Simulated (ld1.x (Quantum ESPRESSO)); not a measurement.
## Building the PAW potential for Sb (LDA (PZ), scalar-relativistic).

```
Element                 : antimony (Sb)
Generator               : ld1.x (Quantum ESPRESSO) 7.5
Type                    : PAW
Functional              : LDA (PZ)
Relativity              : scalar-relativistic
Frozen core             : [Kr]
Valence charge          : 15
Reference configuration : 4d10 5s2 5p3
Partial waves           : 5s (bound): rcut 2.18, rcutus 2.48 bohr; 5s channel at 0.6 Ry: rcut 2.18, rcutus 2.48 bohr; 5p (bound): rcut 2.66, rcutus 2.84 bohr; 5p channel at 0.6 Ry: rcut 2.66, rcutus 2.84 bohr; 4d (bound): rcut 1.48, rcutus 1.94 bohr; 4d channel at -1.55 Ry: rcut 1.48, rcutus 1.94 bohr
Local potential         : all-electron potential smoothed inside 1.84 bohr (lloc = -1)
Core correction         : a·sin(br)/r model core inside 1.60 bohr
Augmentation charge     : BESSEL, radius 1.24 bohr
```

Poles of the logarithmic derivatives, all-electron (AE) and pseudo (PS). s: poles at -0.5, 4.9 (AE) and -0.5, 0.9, 5.0 (PS) Ry. p: poles at 0.5 (AE) and 0.5, 4.2 (PS) Ry. d: poles at -2.5, 2.2 (AE) and -2.5, 2.2 (PS) Ry. Test radius 3.12 bohr.

- Cutoffs needed: 30 Ry and 50 Ry (the cutoffs (Ry, on a coarse ladder) from which the occupation-weighted sum of valence levels, in a spherical-Bessel basis at the reference potential, stays within 10 and 1 mRy of its value at 400 Ry)
- Ghost test: no extra level below or beside the all-electron valence levels (s, p, d, f tested) (spherical-Bessel basis up to 400 Ry, 20 bohr box)
- Configuration tests: test run stopped at test 6 of 9 (negative rho)
- Lowest eigenvalue of the overlap operator: 0.12 (d channel)
